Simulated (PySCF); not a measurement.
A structure optimised at B3LYP-D3(BJ)/def2-SVP, used in a PySCF frequency run:

```xyz
12

B     -0.0576    -0.5073     0.0000
F     -1.4075    -0.4238     0.0000
C      0.6091    -1.9343     0.0000
H      1.7100    -1.9124     0.0000
H      0.2785    -2.5090    -0.8824
H      0.2785    -2.5090     0.8824
N      0.6692     0.6912     0.0000
C      0.1267     2.0354     0.0000
H      1.6815     0.6382     0.0000
H      0.4389     2.6072    -0.8919
H      0.4389     2.6072     0.8919
H     -0.9703     1.9832     0.0000
```
Charge 0, spin multiplicity 1.

Problem. Write its SMILES, formula and point group.

Solution. CNB(C)F, C₂H₇BFN, Cs

Problem. What are its rotational constants (standard atomic weights)?

Solution. 8.6343, 3.4774, 2.5587 GHz
